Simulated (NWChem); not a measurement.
Species: GeH4S; SMILES [SH][GeH3]

```xyz
6

Ge    -0.0109    -0.7080     0.0000
S     -0.0533     1.5388     0.0000
H      0.7055    -1.2505     1.2649
H     -1.5008    -1.1226     0.0068
H      0.6938    -1.2516    -1.2710
H      1.3031     1.6612    -0.0003
```
Atoms are numbered in this order, from 1.

Program: NWChem. Structure relaxed at the PBE-D3(BJ)/def2-SVP level.

Predict the results for Hartree-Fock/def2-SVP. Quantities: highest occupied level (eV); orbital gap (eV); dipole (D).


```yaml
highest occupied level (eV): -10.10
orbital gap (eV): 13.65
dipole (D): 1.54
```
